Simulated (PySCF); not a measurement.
**Basis set benchmark on one molecule**

Molecule: SMILES O[Si](O)(O)O, H4O4Si.

Structure with atom numbers: `[OH:1][Si:2]([OH:3])([OH:4])[OH:5]` (H(Xn): hydrogen on atom n).

Geometry PBE0-D3(BJ)/def2-SVP throughout; GIAO in PySCF 2.14, gas phase, one conformer, non-relativistic; equivalent atoms averaged; functional PBE0.

Reference values (measured; solution, alcohol/water; C. Corminboeuf, T. Heine, J. Weber, Chem. Phys. Lett. 357 (2002) 1): δ(Si2) = -72.2 ppm vs TMS. Computed shifts are taken against TMS, calculated as an isolated molecule at each level.

Task: How do the basis sets STO-3G, 6-31G, pcSseg-0, 6-31G*, def2-SVP, cc-pVDZ, pcSseg-1, aug-cc-pVDZ, 6-311+G(2d,p), def2-TZVP, cc-pVTZ, IGLO-III, pcSseg-2 perform against the reference? Times are CPU seconds on shared hosts with different chips, so compare them loosely.

Result: 
| basis set | functions | Si2 | abs. error Si | core-s |
| --- | --- | --- | --- | --- |
| STO-3G | 33 | -0.7 | 71.5 | 1.6 |
| 6-31G | 57 | -21.0 | 51.2 | 3.2 |
| pcSseg-0 | 57 | -50.9 | 21.3 | 3.3 |
| 6-31G* | 82 | -51.9 | 20.3 | 5 |
| def2-SVP | 94 | -73.4 | 1.2 | 3.9 |
| cc-pVDZ | 94 | -59.9 | 12.3 | 6.3 |
| pcSseg-1 | 112 | -62.8 | 9.4 | 8.1 |
| aug-cc-pVDZ | 155 | -38.8 | 33.4 | 12 |
| 6-311+G(2d,p) | 167 | -61.1 | 11.1 | 10 |
| def2-TZVP | 185 | -65.9 | 6.3 | 11 |
| cc-pVTZ | 210 | -51.2 | 21.0 | 20 |
| IGLO-III | 224 | -67.1 | 5.1 | 20 |
| pcSseg-2 | 243 | -64.2 | 8.0 | 17 |

For ²⁹Si the closest is def2-SVP (1.2 ppm) and the furthest STO-3G (71.5 ppm). Where a smaller basis beats a larger one, errors probably cancel; the largest sets show where the functional converges. One molecule is a small sample, and vibrational and solvent effects are absent from the calculation.

A small basis that lands close on one nucleus may do so by chance; judge by the trend and by all nuclei.
